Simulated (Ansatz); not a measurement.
SnHMe2F (C2H7FSn). Total charge 0; singlet. Geometry PBE0-D4/def2-SVP; atoms count from 1.

| atom | x (Å) | y (Å) | z (Å) |
| --- | --- | --- | --- |
| Sn1 | -0.2576 | -0.5427 | -0.4701 |
| H2 | 0.0823 | -1.2809 | -1.9834 |
| C3 | -0.8452 | 1.5082 | -0.6261 |
| H4 | -0.0211 | 2.1086 | -1.0383 |
| H5 | -1.1055 | 1.8926 | 0.3700 |
| H6 | -1.7190 | 1.5982 | -1.2860 |
| C7 | 1.2343 | -0.9051 | 1.0194 |
| H8 | 1.4016 | -1.9855 | 1.1285 |
| H9 | 0.8986 | -0.4939 | 1.9817 |
| H10 | 2.1804 | -0.4225 | 0.7337 |
| F11 | -1.8489 | -1.4769 | 0.1706 |

In the def2 sets Sn takes a core potential; there is no spin–orbit coupling.

Estimate the Mulliken populations from the PBE0/def2-TZVP orbitals of Ansatz.


```csv
atom,charge (e)
Sn1,0.97
H2,-0.07
C3,-0.65
H4,0.15
H5,0.15
H6,0.16
C7,-0.65
H8,0.16
H9,0.15
H10,0.15
F11,-0.52
```
Mulliken values and Mayer orders depend strongly on the basis.

And the Mayer bond orders between bonded heavy atoms (over 0.3)?

Sn1–C3 0.90 (2.14 Å); Sn1–C7 0.90 (2.14 Å); Sn1–F11 0.76 (1.95 Å).
